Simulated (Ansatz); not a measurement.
Molecule: sum formula BeHCl (charge 0, singlet). SMILES: [Cl][BeH]
Coordinates optimised at B3LYP-D3(BJ)/def2-TZVP (Ansatz, a program for electronic structure):
```xyz
3

Be     0.0000     0.0000    -1.3353
H      0.0000     0.0000    -2.6579
Cl     0.0000     0.0000     0.4705
```
Charge 0, spin multiplicity 1.

Wanted: atomisation energy (electronic, to ground-state atoms), in kJ/mol. Correlated levels leave the core frozen unless marked. UHF or UKS for open shells. No spin-orbit coupling. No relativistic terms. The coupled-cluster limit lacks core correlation, which all-electron functionals hold. CBS(X,Y): correlation extrapolated as X^-3; Hartree-Fock from the larger set.

```json
[
 {"level": "PBE0/6-31G*", "program": "Ansatz", "atomisation energy (kJ/mol)": "796.2"},
 {"level": "PBE0-D4/def2-TZVP", "program": "Ansatz + dftd4", "atomisation energy (kJ/mol)": "786.8"},
 {"level": "B2PLYP/def2-TZVPD", "program": "Ansatz", "atomisation energy (kJ/mol)": "782.6"},
 {"level": "RPA@PBE/def2-TZVPP", "program": "Ansatz", "atomisation energy (kJ/mol)": "689.2"}
]
```

Q: Estimate the value at CCSD(T)/CBS(def2-TZVPPD,def2-QZVPPD) as computed with Ansatz.

A: 786.0 kJ/mol
